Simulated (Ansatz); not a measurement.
`Br[SiH]1[NH][AlH]1`. Total charge 0; spin multiplicity 1. Geometry: relaxed with PBE0-D4/def2-TZVP.

```xyz
7

Br   -2.216    1.585    0.720
Si   -0.606    0.021    0.769
N     0.014   -0.459   -0.787
Al    1.496    0.269   -0.115
H    -1.219   -1.051    1.596
H    -0.438   -0.903   -1.573
H     2.968    0.538   -0.610
```

What is the dipole moment at ωB97M-V/def2-TZVPP? (An estimate is asked.)

Ansatz gave: 2.87 D, with components (2.39, -1.23, -1.03) D in this frame, pointing from negative to positive charge.

And with PBE, r2SCAN, B3LYP? (Estimate.)

Ansatz gave: PBE 2.62 D, r2SCAN 2.74 D, B3LYP 2.75 D.

Give the Mulliken charges with ωB97M-V, B3LYP, PBE in def2-TZVPP. (Estimate.)

Ansatz gave: 
```csv
atom,ωB97M-V,B3LYP,PBE
Br1,-0.23,-0.26,-0.23
Si2,0.27,0.32,0.25
N3,-0.33,-0.34,-0.28
Al4,0.30,0.32,0.27
H5,-0.03,-0.07,-0.06
H6,0.09,0.11,0.12
H7,-0.06,-0.08,-0.07
```

B3LYP here is the variant with VWN-RPA as its local correlation; programs differ in this.
